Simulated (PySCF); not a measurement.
Species: C6H8O.
Bonds: C1–C2, C2–C3 (double), C3–C4 (double), C4–C5, C5–C6, C5–O7 (double). Hydrogens: H8, H9, H10 on C1; H11 on C2; H12 on C4; H13, H14, H15 on C6.

The same species was optimised twice, with GFN2-xTB and with PBE0-D3(BJ)/def2-SVP (PySCF), and the same property calculations (PySCF, gas phase) were run on both structures.

| coordinate | GFN2-xTB | PBE0-D3(BJ)/def2-SVP | change |
| --- | --- | --- | --- |
| C2=C3 (Å) | 1.294 | 1.308 | +0.014 |
| C4–C5 (Å) | 1.476 | 1.490 | +0.014 |
| C3=C4 (Å) | 1.305 | 1.316 | +0.011 |
| C5–C6 (Å) | 1.509 | 1.508 | -0.001 |
| C5=O7 (Å) | 1.209 | 1.210 | +0.001 |
| C1–C2 (Å) | 1.499 | 1.499 | 0.000 |
| C4–C5–C6 (°) | 115.7 | 117.9 | +2.2 |
| C4–C5–O7 (°) | 121.5 | 119.9 | -1.6 |
| C1–C2–C3 (°) | 124.6 | 125.4 | +0.8 |
| C6–C5–O7 (°) | 122.8 | 122.3 | -0.5 |
| C2–C3–C4 (°) | 178.6 | 179.0 | +0.4 |
| C3–C4–C5 (°) | 124.1 | 124.1 | 0.0 |
| C3–C4–C5–C6 (°) | 2 | 2 | 0 |

Rotational constants: A = 6761, B = 1295, C = 1166 MHz (GFN2-xTB) against A = 6655, B = 1267, C = 1139 MHz (PBE0-D3(BJ)/def2-SVP). Point groups within 0.08 Å: C1 and C1. Atoms that the bonding makes alike are paired by their places after alignment.

On the GFN2-xTB structure: lowest singlet, TDDFT (eV) 3.75 [B3LYP/def2-SVPD]; lowest triplet, Tamm–Dancoff (eV) 3.31 [B3LYP/def2-SVPD]; isotropic polarisability (au) 81.3 [B3LYP/def2-SVPD]; HOMO (eV) -6.91 [B3LYP/def2-SVPD]; LUMO (eV) -1.68 [B3LYP/def2-SVPD]; dipole (D) 4.39 [B3LYP/def2-SVPD]; HOMO (eV) -7.09 [PBE0/pcSseg-1]; LUMO (eV) -1.38 [PBE0/pcSseg-1]; dipole (D) 4.24 [PBE0/pcSseg-1]; GIAO shielding of C1 (ppm) 169.7 [PBE0/pcSseg-1]; GIAO shielding of C2 (ppm) 91.1 [PBE0/pcSseg-1]; GIAO shielding of C3 (ppm) -39.8 [PBE0/pcSseg-1]; GIAO shielding of C4 (ppm) 86.2 [PBE0/pcSseg-1]; GIAO shielding of C5 (ppm) -14.0 [PBE0/pcSseg-1]; GIAO shielding of C6 (ppm) 157.2 [PBE0/pcSseg-1]; GIAO shielding of O7 (ppm) -358.6 [PBE0/pcSseg-1].

Task: What do these properties become on the PBE0-D3(BJ)/def2-SVP structure?

Result: 
```tsv
property	level	on GFN2-xTB	on PBE0-D3(BJ)/def2-SVP	change
lowest singlet, TDDFT (eV)	B3LYP/def2-SVPD	3.75	3.77	+0.02
lowest triplet, Tamm–Dancoff (eV)	B3LYP/def2-SVPD	3.31	3.31	0.00
isotropic polarisability (au)	B3LYP/def2-SVPD	81.3	82.9	+1.6
HOMO (eV)	B3LYP/def2-SVPD	-6.91	-6.92	-0.01
LUMO (eV)	B3LYP/def2-SVPD	-1.68	-1.68	0.00
dipole (D)	B3LYP/def2-SVPD	4.39	4.32	-0.07
energy, GFN2-xTB geometry as zero (kcal/mol)	B3LYP/def2-SVPD	0.0	-1.3	-1.3
HOMO (eV)	PBE0/pcSseg-1	-7.09	-7.10	-0.01
LUMO (eV)	PBE0/pcSseg-1	-1.38	-1.38	0.00
dipole (D)	PBE0/pcSseg-1	4.24	4.18	-0.06
energy, GFN2-xTB geometry as zero (kcal/mol)	PBE0/pcSseg-1	0.0	-0.6	-0.6
GIAO shielding of C1 (ppm)	PBE0/pcSseg-1	169.7	168.2	-1.5
GIAO shielding of C2 (ppm)	PBE0/pcSseg-1	91.1	88.5	-2.6
GIAO shielding of C3 (ppm)	PBE0/pcSseg-1	-39.8	-43.7	-3.9
GIAO shielding of C4 (ppm)	PBE0/pcSseg-1	86.2	83.0	-3.2
GIAO shielding of C5 (ppm)	PBE0/pcSseg-1	-14.0	-14.6	-0.6
GIAO shielding of C6 (ppm)	PBE0/pcSseg-1	157.2	155.8	-1.4
GIAO shielding of O7 (ppm)	PBE0/pcSseg-1	-358.6	-365.6	-7.0
```

The heavy atoms differ by 0.033 Å rms after alignment. Among bonds between heavy atoms C2=C3 and C4–C5 change most and about equally (+0.014 Å). Changes are differences of the printed values. Neither structure is proved a minimum here.

The values belong to the conformer `[CH3:1][CH:2]=[C:3]=[CH:4][C:5]([CH3:6])=[O:7]`: C3–C4–C5–C6 2°.
